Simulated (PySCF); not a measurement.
selenophene (C4H4Se), SMILES [se]1cccc1. Atoms are numbered in the order given.

```xyz
9

C      0.0000    -0.7148    -1.6789
C      0.0000     0.7148    -1.6789
C      0.0000     1.2888    -0.4333
Se     0.0000     0.0000     0.9093
C      0.0000    -1.2888    -0.4333
H      0.0000    -1.3095    -2.5964
H      0.0000     1.3095    -2.5964
H      0.0000     2.3513    -0.1881
H      0.0000    -2.3513    -0.1881
```

Geometry optimised at r2SCAN-D4/def2-SVP.

Two levels are set side by side: PBE/pcSseg-1 (PySCF) and PBE0/pcSseg-1 (PySCF). GIAO shifts against Me2Se (⁷⁷Se), TMS (¹H), TMS (¹³C) at the same level; non-relativistic, no solvent, atoms listed together averaged. Differences are taken from unrounded values.

| quantity | PBE0 | PBE | PBE minus PBE0 |
|---|---|---|---|
| δ(¹³C) of C1, C2 (ppm) | 135.9 | 133.4 | -2.5 |
| δ(¹³C) of C3, C5 (ppm) | 144.6 | 140.3 | -4.3 |
| δ(⁷⁷Se) of Se4 (ppm) | 593.9 | 553.0 | -40.8 |
| δ(¹H) of H6, H7 (ppm) | 7.55 | 7.49 | -0.07 |
| δ(¹H) of H8, H9 (ppm) | 7.99 | 7.81 | -0.18 |

Rough cost on one machine, each run with all the roots and properties that it gave: PBE0 against PBE within a factor of 2.
